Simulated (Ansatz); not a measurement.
`C/C(Cl)=C/CF` + `B[SeH]` → `B[Se]CF` + `C=C(C)Cl` at 400 K and 1 bar (substitution at a C–C bond).

Gas-phase electronic energies from Ansatz, PBE0-D4/def2-TZVP geometries. CCSD(T)/CBS adds triple-zeta CCSD(T) − MP2 to the extrapolated MP2 energy (def2 sets, frozen cores). For Se outer-core shells are correlated without core-valence functions, which leaves a few kJ/mol of doubt a bond. Scalar relativity is left out up to krypton. One conformer a species, not always the lowest.

```json
{"species": "`C/C(Cl)=C/CF`", "CCSD(T)/CBS energy (Eh)": "-715.36889", "H − E (kJ/mol)": "275.1", "S (J/(mol·K))": "385.5"}
{"species": "`B[SeH]`", "CCSD(T)/CBS energy (Eh)": "-2427.30556", "H − E (kJ/mol)": "92.7", "S (J/(mol·K))": "274.3"}
{"species": "`B[Se]CF`", "CCSD(T)/CBS energy (Eh)": "-2565.74152", "H − E (kJ/mol)": "162.0", "S (J/(mol·K))": "346.3"}
{"species": "`C=C(C)Cl`", "CCSD(T)/CBS energy (Eh)": "-576.92662", "H − E (kJ/mol)": "210.1", "S (J/(mol·K))": "318.6"}
```

H − E and S are ideal-gas, rigid-rotor, harmonic terms from PBE0-D4/def2-TZVP, for one conformer and one mirror image of each species. 1 Eh = 2625.50 kJ/mol, R = 8.31446 J/(mol·K).

Question: By hand: ΔE, ΔH, ΔS and ΔG.

Answer: ΔE = (-2565.74152) + (-576.92662) − (-715.36889) − (-2427.30556) = 0.00631 Eh = 16.6 kJ/mol. Δ(H − E) = 162.0 + 210.1 − 275.1 − 92.7 = 4.3, so ΔH = 20.9 kJ/mol. ΔS = 346.3 + 318.6 − 385.5 − 274.3 = 5.1 J/(mol·K). ΔG = 20.9 − 400 × (5.1)/1000 = 18.9 kJ/mol.

Question: By hand: the equilibrium constant, and the temperature at which ΔG would vanish if ΔH and ΔS stayed fixed.

Answer: log₁₀ K = −ΔG/(RT ln 10) = -2.5. ΔG = 0 at ΔH/ΔS = 4098 K, far beyond where these terms or the molecules hold.

The number of gas molecules stays the same, so ΔS is small and ΔH decides. A doubt of 5 kJ/mol in ΔE shifts log₁₀ K by 0.7 here. Other conformers and mirror images would add mixing entropy, several J/(mol·K) or more a flexible species. Modes under 60 cm⁻¹, often nearly free rotors, make the harmonic entropy too high. These are equilibria of isolated gas molecules and say nothing of rates. Largest T1 diagnostic: 0.013 (customary marks: 0.02 for closed shells, 0.045 for open ones).
